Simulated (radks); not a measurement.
Ionisation of the lead ion Pb3+, [Xe] 4f14 5d10 6s1, to [Xe] 4f14 5d10 as the strength of local exchange is varied. Calculated with a radial shooting solver on a logarithmic mesh with Libxc functionals: scalar-relativistic Kohn-Sham, Slater X-alpha exchange (alpha = 2/3 is LDA exchange), no correlation, spin-polarised, spherical densities, point nucleus; open shells are filled with parallel spins first (spin-orbit coupling, left out, can overturn this in heavy ions).

| alpha | E(Pb3+) (hartree) | exchange (hartree) | IE (eV) | -e of the level emptied (eV) | <r> of it (bohr) |
|---|---|---|---|---|---|
| 0.616 | -20832.3087 | -337.5923 | 41.449 | 36.481 (6s) | 2.118 |
| 0.667 | -20860.4496 | -366.0482 | 42.162 | 37.208 (6s) | 2.102 |
| 0.91 | -20995.0675 | -502.6914 | 45.628 | 40.760 (6s) | 2.029 |
| 0.942 | -21012.8608 | -520.8159 | 46.093 | 41.238 (6s) | 2.020 |
| ? | -20843.8914 | -349.3001 | 41.742 | 36.780 (6s) | 2.111 |

Which alpha was used in the last row?

Answer. alpha = 0.637. NIST Atomic Spectra Database: 42.333 eV (measured). The Delta-SCF value meets it near alpha = 0.68.
